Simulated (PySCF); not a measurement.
## Trend along the halogens: MY molecules

CCSD(T) with triple-zeta basis sets in PySCF, for the lowest determinant that a PBE0 search found; no spin–orbit coupling. De refers to high-spin ground-configuration atoms.

| M | basis | reference, frozen orbitals | state (unpaired electrons) | Re (Å) | ωe (cm⁻¹) | De (eV) |
| --- | --- | --- | --- | --- | --- | --- |
| F | def2-TZVPP | RHF, 1 | singlet (closed shell) | 1.944 | 627 | 6.96 |
| Br | def2-TZVPP | RHF, 9 | singlet (closed shell) | 2.571 | 265 | 4.81 |
| I | def2-TZVPP | RHF, 4 | singlet (closed shell) | 2.799 | 210 | 4.08 |

(1) The row for M = Cl is missing. Estimate Re, ωe and De as the mean of the rows for F and Br, and compare with the calculation.

Correlated steps freeze the inner cores (1 to 9 orbitals); shallow outer-core shells are correlated. These are scalar-relativistic numbers at best; spin–orbit coupling would shift them, the dissociation energy most. Where the molecule has an RHF reference, its open-shell atoms are computed with UHF.

## Answers

(1) The means are 2.258 Å, 446 cm⁻¹ and 5.88 eV. RHF-CCSD(T) in def2-TZVPP gives YCl as a singlet (closed shell) with Re = 2.411 Å, ωe = 374 cm⁻¹, De = 5.35 eV, so the estimate is off by -15.3 pm, +19 % and +0.54 eV.
